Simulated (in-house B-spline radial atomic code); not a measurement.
A fraction x of an electron is removed from 1s in C⁴⁺, starting from 1s2 and keeping the highest spin. Computed with a radial B-spline atomic code at the basis-set limit: non-relativistic TPSSh, spin-polarised, spherical fractional occupations, point nucleus.

Caution: exact exchange at fractional occupations of open shells leaves self-interaction of up to several eV.

| x | E(x) - E(0) (eV) | 1s down level (eV) |
| --- | --- | --- |
| 0 | 0.0000 | -363.503 |
| 0.02 | 7.2828 | -364.776 |
| 0.13 | 47.7913 | -371.724 |
| 0.36 | 134.9201 | -385.790 |
| 0.39 | 146.5203 | -387.559 |
| 0.5 | 189.5010 | -393.852 |
| 0.62 | 237.1528 | -400.243 |
| 0.67 | 257.2270 | -402.700 |
| 0.8 | 309.9555 | -408.304 |
| 0.94 | 367.4747 | -413.367 |
